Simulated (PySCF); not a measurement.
UHF on Sb³⁺ (antimony, charge +3)

Configuration: [Kr] 4d10 5s2, closed-shell 1S. All numbers are calculated (PySCF 2.14, scalar relativity by spin-free X2C-1e, in x2c-TZVPPall).

* Total energy: -6476.163171 hartree
* One-electron energy: -8845.0684 hartree
* Hartree (Coulomb) energy: 2537.5235 hartree
* Exchange energy: -168.6184 hartree
* ⟨S²⟩: 0.0000
* ⟨L²⟩: 0.000
* Sum of ⟨r⟩: 27.61 bohr
* Sum of ⟨r²⟩: 30.31 bohr²
* Langevin diamagnetic susceptibility: -24.0 ×10⁻⁶ cm³/mol

| shell | electrons | mean orbital energy (hartree) | rms radius, mean of both spins (bohr) |
| --- | --- | --- | --- |
| 1s | 2 | -1127.20450 | 0.0325 |
| 2s | 2 | -175.94615 | 0.133 |
| 2p | 6 | -157.91156 | 0.118 |
| 3s | 2 | -36.86736 | 0.351 |
| 3p | 6 | -30.82898 | 0.352 |
| 3d | 10 | -21.59037 | 0.331 |
| 4s | 2 | -7.56190 | 0.842 |
| 4p | 6 | -5.61743 | 0.912 |
| 4d | 10 | -2.69678 | 1.10 |
| 5s | 2 | -1.53947 | 2.19 |

Densities and radii are taken from the X2C orbitals without a picture-change correction, which distorts them close to the nucleus.
